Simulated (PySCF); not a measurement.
Energy landscape of O3S, singlet: umbrella (inversion) coordinate, bond length relaxed. Scanned: angle between the S-O bonds and the threefold axis (90 = planar). Other coordinates (S-O bond length) were minimised at B3LYP/def2-TZVP. Each profile is relative to its own lowest point.

```tsv
a / °	A	B	C
90	0.0	0.0	0.0
93	4.6	2.3	4.3
96	18.5	9.5	17.3
99	41.8	21.8	39.0
102	74.3	39.1	69.3
105	116.1	61.6	108.2
108	167.3	89.6	155.8
111	228.5	123.8	212.4
114	300.0	164.8	278.2
117	382.6	213.3	353.5
120	473.8	—	—
123	592.3	—	—
126	730.2	—	—
129	887.6	—	—
132	1061.2	—	—
```

Energies in kJ/mol.

### Question
Assign the columns to these levels of theory: CCSD on RHF/cc-pVDZ, 8 core orbitals frozen (PySCF); CCSD(T) on RHF/cc-pVDZ, 8 core orbitals frozen (PySCF 2.14.0); PySCF with restricted Hartree-Fock/3-21G.

### Answer
A is CCSD; B is RHF/3-21G; C is CCSD(T).

A dash means that the run gave no value there, or that the column was ended at a point which the program doubted or which failed a test of continuity chosen for this set; such a test can also cut sound points.
